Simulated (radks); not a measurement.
Problem. Radial electron density D(r) = 4 pi r^2 rho(r) of an atom or ion with 21 electrons. Method: scalar-relativistic Kohn-Sham, BLYP, spin-polarised, spherical densities, point nucleus; computed with a radial shooting solver on a logarithmic mesh with Libxc functionals.

| r (bohr) | D(r) (e/bohr) | spin D(r) |
|---|---|---|
| 0.005221 | 3.013 | -0.000128 |
| 0.005981 | 3.789 | -0.000161 |
| 0.006853 | 4.740 | -0.000201 |
| 0.007851 | 5.892 | -0.000250 |
| 0.008995 | 7.271 | -0.000308 |
| 0.01031 | 8.898 | -0.000376 |
| 0.01181 | 10.79 | -0.000456 |
| 0.01353 | 12.94 | -0.000546 |
| 0.0155 | 15.33 | -0.000645 |
| 0.0179 | 18.06 | -0.000759 |
| 0.0205 | 20.74 | -0.000871 |
| 0.02349 | 23.39 | -0.000983 |
| 0.02691 | 25.83 | -0.00109 |
| 0.03083 | 27.89 | -0.00118 |
| 0.03533 | 29.35 | -0.00126 |
| 0.04047 | 30.06 | -0.00132 |
| 0.04637 | 29.91 | -0.00134 |
| 0.05312 | 28.94 | -0.00131 |
| 0.06086 | 27.37 | -0.00116 |
| 0.06973 | 25.57 | -0.000750 |
| 0.07989 | 24.05 | 0.000270 |
| 0.09153 | 23.34 | 0.00259 |
| 0.1049 | 23.84 | 0.00748 |
| 0.1201 | 25.62 | 0.0172 |
| 0.1376 | 28.32 | 0.0353 |
| 0.1577 | 31.15 | 0.0672 |
| 0.1807 | 33.04 | 0.120 |
| 0.207 | 33.04 | 0.203 |
| 0.2371 | 30.65 | 0.327 |
| 0.2717 | 26.15 | 0.501 |
| 0.3113 | 20.59 | 0.730 |
| 0.3566 | 15.45 | 1.01 |
| 0.4086 | 12.04 | 1.33 |
| 0.4681 | 10.93 | 1.67 |
| 0.5363 | 11.68 | 1.97 |
| 0.6144 | 13.10 | 2.17 |
| 0.7039 | 13.85 | 2.23 |
| 0.8064 | 13.14 | 2.12 |
| 0.9239 | 10.98 | 1.86 |
| 1.059 | 8.043 | 1.50 |
| 1.213 | 5.158 | 1.12 |
| 1.401 | 2.803 | 0.766 |
| 1.605 | 1.421 | 0.524 |
| 1.838 | 0.7159 | 0.387 |
| 2.106 | 0.4372 | 0.339 |
| 2.413 | 0.3671 | 0.344 |
| 2.765 | 0.3647 | 0.361 |
| 3.167 | 0.3524 | 0.352 |
| 3.629 | 0.3011 | 0.301 |
| 4.157 | 0.2181 | 0.218 |
| 4.763 | 0.1303 | 0.130 |
| 5.457 | 0.06248 | 0.0625 |
| 6.252 | 0.02339 | 0.0234 |
| 7.163 | 0.006607 | 0.00661 |
| 8.206 | 0.001354 | 0.00135 |
| 9.402 | 0.0001924 | 0.000192 |

What is the nuclear charge?

Solution. Z = 25. The innermost maximum, from 1s, lies near gamma/Z bohr with gamma = sqrt(1 - (Z/c)^2) = 0.983, here 0.0393 bohr (found: 0.0425), and its height grows with Z. The density is that of the manganese ion Mn4+ in [Ar] 3d2 4f1; the configuration itself is not fixed sharply by these data, and Z only to about a unit. D(r) has 4 maxima, at r = 0.0425, 0.194, 0.710, 2.79 bohr, and minima at 0.0930, 0.468, 2.57 bohr, inside which lie 2.12, 10.51, 20.28 electrons.
